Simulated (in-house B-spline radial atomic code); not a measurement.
Sr III (Sr2+) is squeezed into an impenetrable sphere of radius R (the orbitals vanish at R). Level of theory: non-relativistic PBE, spin-polarised, spherical fractional occupations, point nucleus; calculated with a B-spline radial code for spherical atoms.

Energies in eV above the free ion in [Ar] 3d10 4s2 4p6:

| R (bohr) | highest level (eV) | [Ar] 3d10 4s2 4p6 | [Ar] 3d10 4s1 4p6 4d1 | [Ar] 3d9 4s2 4p6 4f1 | -dE/dV in [Ar] 3d10 4s2 4p6 (GPa) |
| --- | --- | --- | --- | --- | --- |
| 7.45 | -36.5 | 4.295e-05 | 39.62 | 152.9 | 0.000238 |
| 6.38 | -36.5 | 0.001204 | 39.66 | 154.1 | 0.00748 |
| 5.15 | -36.4 | 0.04021 | 39.93 | 156.9 | 0.363 |
| 4.36 | -36.2 | 0.3512 | 40.8 | 160.5 | 4.29 |
| 3.3 | -33.6 | 5.757 | 48.85 | 173.9 | 118 |
| 3.29 | -33.5 | 5.908 | 49.05 | 174.1 | 122 |
| 2.47 | -21.2 | 49.03 | 99.63 | 229.6 | 1790 |
| 2.39 | -18.5 | 60.34 | 112.2 | 242.9 | 2360 |
| 1.87 | 16.6 | 239.7 | 304.3 | 442.9 | 16200 |
| 1.45 | 107 | 805 | 883.7 | 1048 | 101000 |

Does [Ar] 3d10 4s1 4p6 4d1 fall below [Ar] 3d10 4s2 4p6 under compression?

No, it stays above over the whole range.

Does [Ar] 3d9 4s2 4p6 4f1 fall below [Ar] 3d10 4s2 4p6 under compression?

No, it stays above over the whole range.

The highest level is first positive in the row R = 1.87 bohr, pushed up by confinement above the zero of the free ion's potential. Each configuration is held fixed and needn't be the lowest in the sphere.
